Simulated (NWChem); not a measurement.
System meant: Si$_{2}$H$_{5}$ cation

Input file for NWChem:

```
start job
memory heap 200 mb stack 900 mb global 1100 mb
charge 1
geometry units angstroms noautoz
  Si     0.015296    -1.215309    -0.003552
  Si     0.019302     1.166669    -0.012251
  H      1.220788    -2.076481     0.015627
  H     -1.230077    -2.017854     0.008974
  H     -0.542309     1.466499     1.325832
  H      1.426174     1.567781    -0.200855
  H     -0.895591     1.500801    -1.125630
end
basis spherical
  * library def2-svp
end
dft
  odft
  mult 2
  xc xpbe96 cpbe96
  iterations 150
  mulliken
end
task dft energy
```

End of the output:

```
 Summary of "ao basis" -> "" (spherical)
 ------------------------------------------------------------------------------
       Tag                 Description            Shells   Functions and Types
 ---------------- ------------------------------  ------  ---------------------
 *                          def2-svp                  on all atoms

  pbe96 is a nonlocal functional; adding pw91lda local functional.

                                 NWChem DFT Module
                                 -----------------

 Summary of "ao basis" -> "ao basis" (spherical)
 ------------------------------------------------------------------------------
       Tag                 Description            Shells   Functions and Types
 ---------------- ------------------------------  ------  ---------------------
 Si                         def2-svp                 8       18   4s3p1d
 H                          def2-svp                 3        5   2s1p

 Summary of "ao basis" -> "ao basis" (spherical)
 ------------------------------------------------------------------------------
       Tag                 Description            Shells   Functions and Types
 ---------------- ------------------------------  ------  ---------------------
 Si                         def2-svp                 8       18   4s3p1d
 H                          def2-svp                 3        5   2s1p

  number of electrons :                   32
  multiplicity        :                    2
 ------------------------------------------------------------------------
  no. of electrons and multiplicity not compatible                  32
 ------------------------------------------------------------------------
 ------------------------------------------------------------------------
  current input line :
    23: task dft energy
 ------------------------------------------------------------------------
 ------------------------------------------------------------------------
 There is an error in the input file
 ------------------------------------------------------------------------
 For more information see the NWChem manual at https://nwchemgit.github.io

0: no. of electrons and multiplicity not compatible:Received an Error in Communication
```

Q: Can this run be used? If not, why, and what is the fix?

A: The input was rejected before any calculation. Cause: the multiplicity doesn't fit the number of electrons (an even count wants an odd multiplicity, and the reverse). This input runs:
```
start job
memory heap 200 mb stack 900 mb global 1100 mb
charge 1
geometry units angstroms noautoz
  Si     0.015296    -1.215309    -0.003552
  Si     0.019302     1.166669    -0.012251
  H      1.220788    -2.076481     0.015627
  H     -1.230077    -2.017854     0.008974
  H     -0.542309     1.466499     1.325832
  H      1.426174     1.567781    -0.200855
  H     -0.895591     1.500801    -1.125630
end
basis spherical
  * library def2-svp
end
dft
  xc xpbe96 cpbe96
  iterations 150
  mulliken
end
task dft energy
```
It converges to -581.14399 Ha (PBE/def2-SVP).
